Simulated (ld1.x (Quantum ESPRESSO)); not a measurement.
W: variants of one TM potential

Base potential:

```json
{
  "Element": "tungsten (W)",
  "Generator": "ld1.x (Quantum ESPRESSO) 7.5",
  "Type": "norm-conserving Troullier–Martins (Kleinman–Bylander form)",
  "Functional": "LDA (PZ)",
  "Relativity": "scalar-relativistic",
  "Frozen core": "[Xe] 4f14",
  "Valence charge": "6",
  "Reference configuration": "5d4 6s0 6p0 (charge +2)",
  "Partial waves": "6s (bound, empty): rc 2.70 bohr; 5d (bound): rc 2.55 bohr; 6p (bound, empty): rc 2.75 bohr",
  "Local potential": "the p channel",
  "Core correction": "none"
}
```

All-electron outer shells of the reference configuration (LDA (PZ), scalar-relativistic, ld1.x):

```csv
shell,level (eV),outermost node (bohr),outermost maximum (bohr)
4f,-49.69,–,0.43
5d,-20.20,0.63,1.49
6s,-19.64,1.27,2.48
6p,-13.17,1.51,3.07
```

Cutoffs, loose and tight: the cutoffs (Ry, on a coarse ladder) from which the occupation-weighted sum of valence levels, in a spherical-Bessel basis at the reference potential, stays within 10 and 1 mRy of its value at 400 Ry. They do not see the model core or the augmentation charge, which bear on the density cutoff. Test errors are all-electron minus pseudo excitation energies from the reference, over the configurations 5d4 6s2 6p0; 5d4 6s1 6p0; 5d3 6s0 6p0; 5d5 6s0 6p0; 5d3 6s2 6p0; 5d2 6s0 6p0; 5d5 6s1 6p0 (two spin-polarised tests are not counted in the largest error). A dash means not determined; rows that change the core or the reference have their own tests.

A true bound ghost makes a file unfit for plane-wave use even where its test errors are small: the radial tests pick states by their node count and pass the ghost by.

```tsv
change	outcome	cutoff, loose	cutoff, tight	bound ghosts	largest test error (meV)
base	generated	30 Ry	35 Ry	none	+79
all radii scaled by about 0.73 (s 1.98, p 2.02, d 1.88 bohr)	generated	30 Ry	35 Ry	s, p (extra level of the local part)	+116
all radii scaled by about 0.82 (s 2.22, p 2.28, d 2.10 bohr)	generated	30 Ry	35 Ry	s	+71
all radii scaled by about 0.90 (s 2.42, p 2.46, d 2.28 bohr)	generated	30 Ry	35 Ry	s	-87
all radii scaled by about 1.05 (s 2.84, p 2.88, d 2.68 bohr)	generated	25 Ry	30 Ry	none	+72
all radii scaled by about 1.08 (s 2.94, p 2.98, d 2.76 bohr)	generated	25 Ry	30 Ry	none	+65
all radii scaled by about 1.19 (s 3.22, p 3.28, d 3.04 bohr)	generated	21 Ry	25 Ry	none	+140
all radii scaled by about 1.26 (s 3.40, p 3.48, d 3.22 bohr)	generated	21 Ry	25 Ry	none	+242
all radii scaled by about 1.29 (s 3.50, p 3.56, d 3.30 bohr)	generated	21 Ry	25 Ry	none	+302
```

Task: What comes out with this change to the base: all radii scaled by about 1.37 (s 3.70, p 3.78, d 3.50 bohr)?

Result: outcome: generated; cutoff, loose: 18 Ry; cutoff, tight: 21 Ry; bound ghosts: none; largest test error (meV): +441.

Reading the sweep of the scale of all radii (base = 1) (base included, trends over the rows without a ghost): The loose cutoff falls from 30 Ry at 1 to 18 Ry at 1.37. A larger radius leaves more room for a smooth pseudo-wave, so fewer plane waves are needed; a smaller one forces it to follow the all-electron wave where it bends sharply. The median size of the test errors (rows with all tests solved) is not monotonic: lowest 32.7 meV at 1.29, highest 52.3 meV at 1. Bound ghosts are found at 0.73, 0.82, 0.9.
